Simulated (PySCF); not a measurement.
Compound: C₃H₉NO₂Si.
Numbering: `[CH2:1]=[N:2][SiH:3]([O:4][CH3:5])[O:6][CH3:7]`

Cartesian coordinates in Å at the PBE0-D3(BJ)/def2-SVP level; atoms count from 1:
```xyz
16
C3H9NO2Si angstrom
C     -1.5488   -2.5238    0.9838
N     -0.4845   -1.9076    1.2688
Si    -0.2187   -0.2068    1.0324
O      1.0595    0.0172    0.0083
C      2.3756   -0.3834    0.2747
O     -1.5432    0.4617    0.3123
C     -1.6467    1.7599   -0.2044
H     -1.6259   -3.6162    1.1450
H     -2.4529   -2.0367    0.5642
H      0.0761    0.4091    2.3558
H      3.0081   -0.1158   -0.5851
H      2.7875    0.1190    1.1695
H      2.4471   -1.4736    0.4318
H     -0.8241    1.9863   -0.9040
H     -2.5993    1.8512   -0.7479
H     -1.6388    2.5208    0.5973
```

Lines to be assigned: C 1s: 292.09 (area 1), 292.31 (area 2) eV; N 1s: 404.37 eV; O 1s: 537.94 eV; Si 1s: 1847.60 eV; Si 2p3/2: 107.46 eV.

Theory: delta-SCF UKS SCAN, pcX-2 on the ionised atom, pcseg-1 elsewhere, spin-free X2C in PySCF. The structure is a single PBE0-D3(BJ)/def2-SVP conformer in the gas phase; no vibrational or solvent corrections.

**Question.** Assign the C 1s lines to atoms.

**Answer.** 292.09 eV: C1 (C=N carbon); 292.31 eV: C5/C7 (methoxy carbon). The 2 C 1s values lie within 0.22 eV of each other; Gaussian lines of 0.5 eV full width would blend them into one maximum.

Bonded neighbours of each site: C1: N (double bond) and 2 H; N2: C (double bond) and Si; Si3: 2 O, N and H; O4/O6: C and Si; C5/C7: O and 3 H.

**Question.** Give the binding energy of O 1s of O4/O6 in hartree and in kJ/mol.

**Answer.** 537.94 eV = 19.7689 Eh = 51903 kJ/mol.

One atom of each set of topologically equivalent atoms was ionised and stands for the set; in this conformer not all members are related by symmetry, and their own values weren't computed. Spin contamination (⟨S²⟩ against 0.75 for a pure doublet) is marked for C 1s of C1 (0.85), which makes this value less certain. Spin–orbit and ligand-field terms were added within each 2p shell after the spin-free SCF. 2p1/2 minus 2p3/2 (ligand field included): Si 0.63 eV.
